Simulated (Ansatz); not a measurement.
`CC(=S)[O][GeH3]`, relaxed with RKS PBE0-D4/def2-TZVP in Ansatz 0.2.0 from a PBE-D4/def2-SVP geometry. The force threshold is 0.005 eV/Å; the program also tests the step.

Total charge 0; spin multiplicity 1.

Start:

```xyz
11

C    -0.276    0.870    1.111
C    -0.956   -0.436    0.774
S    -2.170   -1.090    1.672
O    -0.522   -1.076   -0.327
Ge    0.817   -0.550   -1.484
H     0.814    0.718    1.265
H    -0.390    1.599    0.278
H    -0.706    1.309    2.026
H     0.814   -1.699   -2.511
H     2.147   -0.458   -0.695
H     0.429    0.813   -2.110
```

| step | energy (eV) | largest force (eV/Å) | largest move (Å) |
| --- | --- | --- | --- |
| 1 | -71558.8230 | 0.627 | 0.000 |
| 2 | -71558.8701 | 0.303 | 0.038 |
| 3 | -71558.8761 | 0.080 | 0.012 |
| 4 | -71558.8764 | 0.037 | 0.004 |
| 5 | -71558.8764 | 0.023 | 0.003 |
| 6 | -71558.8764 | 0.009 | 0.002 |
| 7 | -71558.8765 | 0.002 | 0.000 |

End:

```xyz
11

C    -0.269    0.860    1.093
C    -0.944   -0.434    0.761
S    -2.144   -1.071    1.654
O    -0.512   -1.060   -0.326
Ge    0.804   -0.542   -1.460
H     0.805    0.701    1.244
H    -0.385    1.572    0.268
H    -0.692    1.293    1.995
H     0.806   -1.678   -2.481
H     2.117   -0.449   -0.673
H     0.414    0.808   -2.075
```

It took 38 s on 4 threads of a server CPU on a shared host, with 0.68 GiB of host memory at the peak.
